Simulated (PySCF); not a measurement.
```xyz
3
charge 1 multiplicity 1, angstrom
Sb    0.0000    0.0000    0.0000
S     2.1393    0.0000    0.0000
S    -2.1393    0.0000    0.0000
```

All numbers come from PySCF, PBE0, basis Sb def2-TZVP with ECP28, S def2-TZVP (scalar-relativistic core potentials, no spin–orbit coupling, density fitting).

This geometry of SbS₂⁺ is a stationary point at this level.

(1) What is the point group?

(2) Is it a minimum?

(3) List the harmonic modes with their infrared intensities.

(4) Give the atomic charges and bond orders.

(5) Give the ideal-gas entropy at 298.15 K and 1 bar by parts.

Results:

(1) D∞h.

(2) Yes: all harmonic wavenumbers are real.

(3) 
```tsv
symmetry	ω (cm⁻¹)	IR (km/mol, summed over degenerate members)	type
πu	83	0.9	bend
σg+	479	0.0	stretch
σu+	594	23.5	stretch
```

(4) 
| atom | Mulliken | Löwdin | polar tensor | Mayer order to Sb1 |
| --- | --- | --- | --- | --- |
| Sb1 | 0.98 | 0.48 | 1.08 | – |
| S2,3 | 0.01 | 0.26 | -0.04 | 2.08 |
Other Mayer orders above 0.3: S–S 0.36.

(5) translation 174.0, rotation 70.6, vibration 36.8, spin 0.0; total 281.4 J/(mol K).

Only a few start shapes were tried, so a lower isomer may exist.
